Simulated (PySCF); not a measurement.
C₂H₆NO (SMILES CC([NH3+])=O), charge +1, singlet, geometry from GFN2-xTB; CASSCF(6,6)/6-31G* (PySCF).

Here is a job for PySCF.
```python
from pyscf import gto, scf, mcscf
import numpy

mol = gto.Mole()
mol.atom = '''
    O     0.419742    1.335988    0.185942
    C    -0.054338    0.283115    0.038637
    N     1.009591   -0.914244   -0.162186
    C    -1.419457   -0.234742    0.003078
    H     0.773244   -1.741228    0.398216
    H    -2.113387    0.595587   -0.125765
    H    -1.572434   -0.966171   -0.787665
    H    -1.656404   -0.714842    0.955158
    H     1.939820   -0.564677    0.109659
    H     1.046856   -1.187111   -1.152123
'''
mol.basis = '6-31g*'
mol.charge = 1
mol.spin = 0
mol.verbose = 4
mol.build()

mf = scf.RHF(mol)
mf.kernel()
mc = mcscf.CASSCF(mf, 6, 6)
mc.fix_spin_(ss=0.0)
mc.kernel()
occ = numpy.linalg.eigvalsh(mc.fcisolver.make_rdm1(mc.ci, mc.ncas, mc.nelecas))[::-1]
ss = mc.fcisolver.spin_square(mc.ci, mc.ncas, mc.nelecas)[0]
print('natural occupations', occ.round(4), ' <S^2>', round(ss, 4))
```

What the program printed (banner, timings and long lists left out):

```
PySCF version 2.14.0

[INPUT] verbose = 4
[INPUT] num. atoms = 10
[INPUT] num. electrons = 32
[INPUT] charge = 1
[INPUT] spin (= nelec alpha-beta = 2S) = 0
[INPUT] symmetry False subgroup None
[INPUT] Mole.unit = angstrom
[INPUT] Symbol           X                Y                Z      unit          X                Y                Z       unit  Magmom
[...]
nuclear repulsion = 128.028930620452
number of shells = 36
number of NR pGTOs = 132
number of NR cGTOs = 68
basis = 6-31g*
ecp = {}

******** <class 'pyscf.scf.hf.RHF'> ********
method = RHF
initial guess = minao
damping factor = 0
level_shift factor = 0
DIIS = <class 'pyscf.scf.diis.CDIIS'>
diis_start_cycle = 1
diis_space = 8
diis_damp = 0
SCF conv_tol = 1e-09
SCF conv_tol_grad = None
SCF max_cycles = 50
direct_scf = True
direct_scf_tol = 1e-13
Set gradient conv threshold to 3.16228e-05
Initial guess from minao.
init E= -209.19245385096
[...]
cycle= 1 E= -208.107829713315  delta_E= 1.08  |g|= 0.843  |ddm|= 2.68
[...]
cycle= 2 E= -208.191698334286  delta_E= -0.0839  |g|= 0.722  |ddm|= 1.15
[...]
cycle= 3 E= -208.287690480663  delta_E= -0.096  |g|= 0.0686  |ddm|= 0.484
[...]
cycle= 4 E= -208.28968667175  delta_E= -0.002  |g|= 0.0267  |ddm|= 0.0932
[...]
cycle= 5 E= -208.290005471187  delta_E= -0.000319  |g|= 0.0107  |ddm|= 0.0421
[...]
cycle= 6 E= -208.290103759423  delta_E= -9.83e-05  |g|= 0.00502  |ddm|= 0.0261
[...]
cycle= 7 E= -208.290120528941  delta_E= -1.68e-05  |g|= 0.00146  |ddm|= 0.0123
[...]
cycle= 8 E= -208.290121693556  delta_E= -1.16e-06  |g|= 0.000337  |ddm|= 0.00303
[...]
cycle= 9 E= -208.290121758208  delta_E= -6.47e-08  |g|= 5.27e-05  |ddm|= 0.000748
[...]
cycle= 10 E= -208.290121760122  delta_E= -1.91e-09  |g|= 1.28e-05  |ddm|= 0.000129
[...]
cycle= 11 E= -208.290121760224  delta_E= -1.02e-10  |g|= 2.49e-06  |ddm|= 3.59e-05
[...]
Extra cycle  E= -208.290121760228  delta_E= -3.92e-12  |g|= 1.08e-06  |ddm|= 4.39e-06
converged SCF energy = -208.290121760228

******** <class 'pyscf.mcscf.mc1step.CASSCF'> ********
CAS (3e+3e, 6o), ncore = 13, nvir = 49
max_cycle_macro = 50
max_cycle_micro = 4
conv_tol = 1e-07
conv_tol_grad = None
orbital rotation max_stepsize = 0.02
orbital rotation threshold for CI restart = 0.01
augmented hessian ah_max_cycle = 30
augmented hessian ah_conv_tol = 1e-12
augmented hessian ah_linear dependence = 1e-14
augmented hessian ah_level shift = 1e-08
augmented hessian ah_start_tol = 2.5
augmented hessian ah_start_cycle = 3
augmented hessian ah_grad_trust_region = 3
kf_trust_region = 3
kf_interval = 4
ci_response_space = 4
ci_grad_trust_region = 3
with_dep4 0
natorb = False
canonicalization = True
sorting_mo_energy = False
ao2mo_level = 2
internal_rotation = False
******** <class 'pyscf.fci.addons.SpinPenaltyFCISolver'> ********
max. cycles = 50
conv_tol = 1e-08
davidson only = True
linear dependence = 1e-12
level shift = 0.001
max iter space = 12
nroots = 1
pspace_size = 400
spin = None
CASCI E = -208.297360528110  S^2 = 0.0000000
Set conv_tol_grad to 0.000316228
macro iter   1 ( 21 JK    4 micro), CASSCF E = -208.312011695792  dE = -1.46511677e-02  S^2 = 0.0000000
               |grad[o]|=0.0231  |grad[c]|=0.0171  |ddm|=0.0619  |maxRot[o]|=0.239
macro iter   2 ( 21 JK    4 micro), CASSCF E = -208.331126944576  dE = -1.91152488e-02  S^2 = 0.0000000
               |grad[o]|=0.0356  |grad[c]|=0.0275  |ddm|=0.0908  |maxRot[o]|=0.203
macro iter   3 ( 21 JK    4 micro), CASSCF E = -208.347826405094  dE = -1.66994605e-02  S^2 = 0.0000000
               |grad[o]|=0.0335  |grad[c]|=0.0617  |ddm|=0.0126  |maxRot[o]|= 0.25
macro iter   4 ( 12 JK    3 micro), CASSCF E = -208.352836323445  dE = -5.00991835e-03  S^2 = 0.0000000
               |grad[o]|=0.0265  |grad[c]|=0.012  |ddm|=0.00489  |maxRot[o]|=0.115
macro iter   5 ( 12 JK    3 micro), CASSCF E = -208.355442891059  dE = -2.60656761e-03  S^2 = 0.0000000
               |grad[o]|=0.0194  |grad[c]|=0.00667  |ddm|=0.00972  |maxRot[o]|=0.111
[...]
macro iter  32 ( 21 JK    4 micro), CASSCF E = -208.380528057421  dE = -8.87932910e-05  S^2 = 0.0000000
               |grad[o]|=0.00878  |grad[c]|=0.0183  |ddm|=0.00314  |maxRot[o]|=0.00514
macro iter  33 ( 21 JK    4 micro), CASSCF E = -208.380595457792  dE = -6.74003709e-05  S^2 = 0.0000000
               |grad[o]|=0.00806  |grad[c]|=0.0182  |ddm|=0.00316  |maxRot[o]|=0.0045
macro iter  34 ( 21 JK    4 micro), CASSCF E = -208.380646856444  dE = -5.13986523e-05  S^2 = 0.0000000
               |grad[o]|=0.00747  |grad[c]|=0.0181  |ddm|=0.00318  |maxRot[o]|=0.00395
macro iter  35 ( 21 JK    4 micro), CASSCF E = -208.380686176965  dE = -3.93205210e-05  S^2 = 0.0000000
               |grad[o]|=0.007  |grad[c]|=0.0181  |ddm|=0.00319  |maxRot[o]|=0.00347
macro iter  36 ( 21 JK    4 micro), CASSCF E = -208.380716322588  dE = -3.01456228e-05  S^2 = 0.0000000
               |grad[o]|=0.00662  |grad[c]|=0.018  |ddm|=0.0032  |maxRot[o]|=0.00305
macro iter  37 ( 21 JK    4 micro), CASSCF E = -208.380739459926  dE = -2.31373386e-05  S^2 = 0.0000000
               |grad[o]|=0.00631  |grad[c]|=0.018  |ddm|=0.00322  |maxRot[o]|=0.00269
macro iter  38 ( 21 JK    4 micro), CASSCF E = -208.380757219594  dE = -1.77596673e-05  S^2 = 0.0000000
               |grad[o]|=0.00607  |grad[c]|=0.0179  |ddm|=0.00323  |maxRot[o]|=0.00236
macro iter  39 ( 21 JK    4 micro), CASSCF E = -208.380770837503  dE = -1.36179092e-05  S^2 = 0.0000000
               |grad[o]|=0.00587  |grad[c]|=0.018  |ddm|=0.00323  |maxRot[o]|=0.00208
macro iter  40 ( 21 JK    4 micro), CASSCF E = -208.380781266542  dE = -1.04290391e-05  S^2 = 0.0000000
               |grad[o]|=0.00571  |grad[c]|=0.0179  |ddm|=0.00324  |maxRot[o]|=0.00183
macro iter  41 ( 21 JK    4 micro), CASSCF E = -208.380789225583  dE = -7.95904137e-06  S^2 = 0.0000000
               |grad[o]|=0.00559  |grad[c]|=0.0179  |ddm|=0.00325  |maxRot[o]|=0.00161
macro iter  42 ( 21 JK    4 micro), CASSCF E = -208.380795296158  dE = -6.07057498e-06  S^2 = 0.0000000
               |grad[o]|=0.00549  |grad[c]|=0.0179  |ddm|=0.00319  |maxRot[o]|=0.00142
macro iter  43 ( 21 JK    4 micro), CASSCF E = -208.380799899353  dE = -4.60319507e-06  S^2 = 0.0000000
               |grad[o]|=0.0054  |grad[c]|=0.0179  |ddm|=0.00319  |maxRot[o]|=0.00125
macro iter  44 ( 21 JK    4 micro), CASSCF E = -208.380803367938  dE = -3.46858477e-06  S^2 = 0.0000000
               |grad[o]|=0.00534  |grad[c]|=0.0179  |ddm|=0.0032  |maxRot[o]|=0.0011
macro iter  45 ( 21 JK    4 micro), CASSCF E = -208.380805978721  dE = -2.61078316e-06  S^2 = 0.0000000
               |grad[o]|=0.00528  |grad[c]|=0.0178  |ddm|=0.0032  |maxRot[o]|=0.000961
macro iter  46 ( 21 JK    4 micro), CASSCF E = -208.380807923778  dE = -1.94505694e-06  S^2 = 0.0000000
               |grad[o]|=0.00524  |grad[c]|=0.0178  |ddm|=0.00321  |maxRot[o]|=0.000843
macro iter  47 ( 21 JK    4 micro), CASSCF E = -208.380809367978  dE = -1.44419934e-06  S^2 = 0.0000000
               |grad[o]|=0.0052  |grad[c]|=0.0178  |ddm|=0.00321  |maxRot[o]|=0.000748
macro iter  48 ( 21 JK    4 micro), CASSCF E = -208.380810441656  dE = -1.07367885e-06  S^2 = 0.0000000
               |grad[o]|=0.00517  |grad[c]|=0.0178  |ddm|=0.00322  |maxRot[o]|=0.000666
macro iter  49 ( 21 JK    4 micro), CASSCF E = -208.380811226887  dE = -7.85230213e-07  S^2 = 0.0000000
               |grad[o]|=0.00515  |grad[c]|=0.0178  |ddm|=0.00322  |maxRot[o]|=0.000592
macro iter  50 ( 21 JK    4 micro), CASSCF E = -208.380811805878  dE = -5.78991120e-07  S^2 = 0.0000000
               |grad[o]|=0.00513  |grad[c]|=0.0178  |ddm|=0.00322  |maxRot[o]|=0.000528
1-step CASSCF not converged,  50 macro (884 JK 178 micro) steps
CASSCF canonicalization
Density matrix diagonal elements [1.98981249 1.94613239 1.97983959 0.05518541 0.01985011 0.00918001]
CASSCF energy = -208.380811805878
CASCI E = -208.380811805878  E(CI) = -16.1049666647532  S^2 = 0.0000000
natural occupations [1.9911 1.9797 1.9462 0.0554 0.0198 0.0079]  <S^2> 0.0
```

Convergence was not reached.
